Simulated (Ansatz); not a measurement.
Ansatz (an electronic-structure program) input (MP2/def2-TZVP):

Ansatz 0.2 input:
```yaml
crystal:
  periodic: [false, false, false]
  atoms:
    - {symbol: Cu, position_ang: [-0.21004369, -0.80891498, -0.00002792]}
    - {symbol: Br, position_ang: [0.34863557, 1.33076123, -0.00367545]}
    - {symbol: O, position_ang: [-0.60910379, -2.53199087, -0.05834682]}
    - {symbol: H, position_ang: [-1.23814762, -2.86218160, 0.59622482]}
basis:
  gaussian:
    orbitals: def2-TZVP
magnetization: {spin_polarized: true, initial_magnetization: 1}
correlation: {method: mp2, electrons: outside_noble_gas}
relax: {f_tol: 0.003, max_steps: 100}
```

End of the output:

```
the calculation of the forces begins
relax step   5: F+E_penalty+E_count = -116672.86916411 eV  Δ(F+E_penalty+E_count) = -2.417e-4 eV  max|allowed force component| = 1.581e-2 eV/Å  Δτ_max = 0.0105 Å  (60 SCF iters, accepted)
these checks for a lower state are left out or cut short: starts, cluster_reference, orbital_swaps, neighbouring_geometries, increment
integrals: 0.14 GiB planned
1104 factors; integrals over basis functions are off by at most 3.4e-4 eV
mean field: 0.75 GiB planned
mean field -116652.76821005 eV, -4286.9101616330 hartree, gradient 8.9e-6 eV, S^2 0.756370; 0 other end points of the search recorded, 0 dependent functions left out
24 core orbitals not correlated
reference -116652.76821005 eV, -4286.9101616330 hartree; 13, 12 occupied and 93, 94 virtual orbitals, 1104 factors
densities: 0.65 GiB planned
second order -20.10095917 eV of doubles, -0.00000000 eV of singles
the calculation of the forces begins
relax step   6: F+E_penalty+E_count = -116672.86916921 eV  Δ(F+E_penalty+E_count) = -5.100e-6 eV  max|allowed force component| = 5.799e-3 eV/Å  Δτ_max = 0.0005 Å  (45 SCF iters, accepted)
these checks for a lower state are left out or cut short: starts, cluster_reference, orbital_swaps, neighbouring_geometries, increment
integrals: 0.14 GiB planned
1104 factors; integrals over basis functions are off by at most 3.4e-4 eV
mean field: 0.75 GiB planned
mean field evaluation 160: about -116652.7685 eV, gradient 2.7e-6 eV
mean field -116652.76845132 eV, -4286.9101704997 hartree, gradient 2.7e-6 eV, S^2 0.756370; 0 other end points of the search recorded, 0 dependent functions left out
24 core orbitals not correlated
reference -116652.76845132 eV, -4286.9101704997 hartree; 13, 12 occupied and 93, 94 virtual orbitals, 1104 factors
densities: 0.65 GiB planned
second order -20.10071832 eV of doubles, -0.00000000 eV of singles
the calculation of the forces begins
relax step   7: F+E_penalty+E_count = -116672.86916964 eV  Δ(F+E_penalty+E_count) = -4.268e-7 eV  max|allowed force component| = 1.296e-4 eV/Å  Δτ_max = 0.0003 Å  (46 SCF iters, accepted)
these checks for a lower state are left out or cut short: cluster_reference
integrals: 0.14 GiB planned
1104 factors; integrals over basis functions are off by at most 3.4e-4 eV
mean field: 0.75 GiB planned
mean field evaluation 192: about -116652.5087 eV, gradient 9.0e0 eV
mean field evaluation 224: about -116649.4084 eV, gradient 5.9e0 eV
mean field evaluation 256: about -116649.8200 eV, gradient 4.7e0 eV
mean field -116652.76845132 eV, -4286.9101704997 hartree, gradient 2.7e-6 eV, S^2 0.756370; 11 other end points of the search recorded, 0 dependent functions left out
24 core orbitals not correlated
reference -116652.76845132 eV, -4286.9101704997 hartree; 13, 12 occupied and 93, 94 virtual orbitals, 1104 factors
densities: 0.65 GiB planned
second order -20.10071832 eV of doubles, -0.00000000 eV of singles
the calculation of the forces begins
Total energy: -116672.86916964 eV, -4287.6488582732 hartree
Atom 0 at    -0.228385    -0.821029     0.018280 Å, force     0.000029     0.000011    -0.000032 eV/Å
Atom 1 at     0.363253     1.349439    -0.015443 Å, force    -0.000016     0.000002     0.000020 eV/Å
Atom 2 at    -0.610145    -2.520593    -0.053527 Å, force     0.000105     0.000027    -0.000118 eV/Å
Atom 3 at    -1.233383    -2.880143     0.584864 Å, force    -0.000118    -0.000039     0.000130 eV/Å
Dipole moment:    -0.262543    -0.240571     0.241046 e Å
Checks for a lower state left out: cluster_reference
```

The spin state was set by rule; other spins were not relaxed.
